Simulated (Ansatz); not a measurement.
The same path of C4H12OSi (18 atoms, charge 0, multiplicity 1) was run twice with different band settings. The coordinate that changes most is the dihedral H7–C1–C2–C3.

Method: RKS PBE0/6-31G* in Ansatz 0.2.0.

Relaxed end points:

```xyz
18
Properties=species:S:1:pos:R:3
C -2.586 -0.455 0.193
C -1.091 -0.593 0.455
C -0.310 0.659 0.062
C 1.182 0.607 0.382
O 1.794 1.891 0.216
Si 2.218 -0.644 -0.622
H -3.128 -1.361 0.483
H -2.786 -0.273 -0.869
H -3.011 0.383 0.758
H -0.704 -1.464 -0.090
H -0.922 -0.802 1.521
H -0.450 0.853 -1.013
H -0.723 1.531 0.589
H 1.301 0.384 1.450
H 1.641 2.162 -0.701
H 1.706 -2.046 -0.585
H 3.623 -0.639 -0.132
H 2.209 -0.182 -2.044
```

```xyz
18
Properties=species:S:1:pos:R:3
C -2.587 -0.461 0.162
C -1.092 -0.626 0.407
C -0.308 0.652 0.120
C 1.186 0.568 0.429
O 1.801 1.859 0.372
Si 2.214 -0.595 -0.684
H -3.008 0.328 0.795
H -3.131 -1.387 0.376
H -2.789 -0.190 -0.881
H -0.709 -1.448 -0.211
H -0.922 -0.925 1.451
H -0.451 0.938 -0.935
H -0.716 1.478 0.720
H 1.307 0.253 1.473
H 1.647 2.209 -0.517
H 1.697 -1.994 -0.766
H 3.620 -0.637 -0.200
H 2.202 -0.011 -2.060
```

Common settings: movable images 9; climbing image yes; optimiser quadratic models (default); start path through a guess of the saddle point; force threshold 0.05 eV/Å; end points relaxed.

| run | spring | iteration limit |
| --- | --- | --- |
| 1 | 5.0 eV/Å² | 12 |
| 2 | 0.1 eV/Å² | 9 |

Task: What does each run give, and how far can it be trusted?

Result: Run 1: converged after 6 iterations, highest image 0.132 eV above the first end. The order of the stationary point at the top wasn't checked.
Run 2: converged after 6 iterations, highest image 0.132 eV above the first end. The order of the stationary point at the top wasn't checked.
